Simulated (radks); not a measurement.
Polarisability of the zirconium ion Zr3+, [Kr] 4d1, at imaginary frequency. Calculated with a radial shooting solver on a logarithmic mesh with Libxc functionals: scalar-relativistic Kohn-Sham, LDA (Slater exchange, Perdew-Wang correlation), spin-polarised, spherical densities, finite nucleus; open shells are filled with parallel spins first (spin-orbit coupling, left out, can overturn this in heavy ions); Fermi nuclear charge, rms radius 4.2694 fm. Response by self-consistent Sternheimer equations with the Hartree and adiabatic LDA kernel, the relativistic mass of each level held fixed and spin-orbit coupling left out.

w (hartree)  alpha1(iw) (bohr^3)
0.00266                    5.661
0.0143                     5.658
0.0360                     5.643
0.0697                     5.596
0.118                      5.483
0.186                      5.265
0.280                      4.911
0.413                      4.417
0.605                      3.789
0.892                      3.026
1.35                       2.150
2.12                       1.281
3.59                      0.6102
6.94                      0.2285
17.5                     0.05810

Static values: alpha1 = 5.661 bohr^3 (0.8389 angstrom^3; uncoupled 8.133). C6 = 23.49, triple-dipole C9 = 90.59 atomic units. One-pole (London) frequency 4 C6 / (3 alpha1^2) = 0.977 hartree, against 1.056 for minus the highest occupied eigenvalue.
